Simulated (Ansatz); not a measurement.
Mulliken charges of C$_{3}$H$_{5}$FSi, SMILES `FC1C=C1[SiH3]` from ωB97M-V/def2-TZVPP in Ansatz (PBE0-D4/def2-TZVP geometry).

| atom | x (Å) | y (Å) | z (Å) | charge (e) |
| --- | --- | --- | --- | --- |
| F1 | -2.321 | 0.563 | -0.500 | -0.238 |
| C2 | -1.321 | 0.640 | 0.455 | 0.078 |
| C3 | -0.887 | -0.577 | 1.100 | -0.162 |
| C4 | -0.064 | -0.098 | 0.203 | -0.120 |
| Si5 | 1.484 | -0.196 | -0.795 | 0.222 |
| H6 | -1.367 | 1.618 | 0.927 | 0.089 |
| H7 | -1.112 | -1.365 | 1.801 | 0.181 |
| H8 | 1.121 | -0.283 | -2.231 | -0.009 |
| H9 | 2.272 | -1.388 | -0.395 | -0.022 |
| H10 | 2.280 | 1.035 | -0.562 | -0.019 |

**Question.** By hand: the dipole of these point charges (1 e Å = 4.8032 D).

**Answer.** Σ q r = (0.504, -0.112, 0.223) e Å, of length 0.562 e Å = 2.70 D.

**Question.** How does the dipole of the full density compare? (Best estimate.)

**Answer.** Computed: (0.313, -0.106, 0.287) e Å, 2.10 D; the point charges give 1.29 times that, at 18° from its direction.

Point charges leave out the atoms' own dipoles, such as those of lone pairs, and Mulliken's split depends on the basis, so the two needn't agree.
